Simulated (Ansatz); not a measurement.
Correlation energies of `SB(Cl)Br` by basis set

Cartesian coordinates in Å:
```
S -0.6083 1.1632 -0.5809
B 0.1179 -0.1058 0.4411
Cl 0.2533 0.2098 2.1504
Br 0.7407 -1.7696 -0.2653
H -0.5035 0.5024 -1.7453
```

Total charge 0; spin multiplicity 1. Correlated methods include outer-core shells of Br, which these sets cover unevenly. Scalar relativity is left out up to krypton. All single points use the PBE0-D4/def2-TZVP geometry. It is one conformer, not always the lowest. Frozen core, restricted reference, the Gaussian-basis code of Ansatz.

```json
{"basis": "def2-SVP", "HF (Eh)": "-3454.21991", "MP2 corr.": "-0.57921", "CCSD corr.": "-0.60894", "(T)": "-0.01716", "CCSD(T) total": "-3454.84601"}
{"basis": "def2-TZVPP", "HF (Eh)": "-3454.85406", "MP2 corr.": "-0.73899", "CCSD corr.": "-0.77485", "(T)": "-0.03429", "CCSD(T) total": "-3455.66320"}
{"basis": "def2-QZVPP", "HF (Eh)": "-3454.92781", "MP2 corr.": "-1.09859", "CCSD corr.": "–", "(T)": "–", "CCSD(T) total": "–"}
```
